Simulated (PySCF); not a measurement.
## Sc (scandium, neutral) across methods

[Ar] 3d1 4s1 5s1, high-spin 4D determinant (an excited configuration). Computed with PySCF 2.14 in x2c-TZVPPall with one added diffuse shell each of s, p, d, f type (7s6p5d3f1g, 80 functions), with scalar relativity by spin-free X2C-1e.

```csv
method,E (hartree),mean ε 3d α (eV),mean ε 4s α (eV),mean ε 5s α (eV),Σ⟨r²⟩ (bohr²),⟨S²⟩
PW91,-764.044,-7.494,-7.074,-1.484,122.1,3.750
PBE0,-763.841,-8.954,-7.669,-1.705,124.0,3.751
UHF,-763.15611,-12.993,-9.253,-2.120,128.3,3.752
LDA,-762.037,-7.303,-7.178,-1.465,119.2,3.750
```

**Question.** Estimate the same row for PBE.

**Answer.** E (hartree) = -763.803; mean ε 3d α (eV) = -7.424; mean ε 4s α (eV) = -7.020; mean ε 5s α (eV) = -1.481; Σ⟨r²⟩ (bohr²) = 122.7; ⟨S²⟩ = 3.750.

The outer electron is Rydberg-like, and this basis confines it to a smaller radius and binds it less than a complete one would.
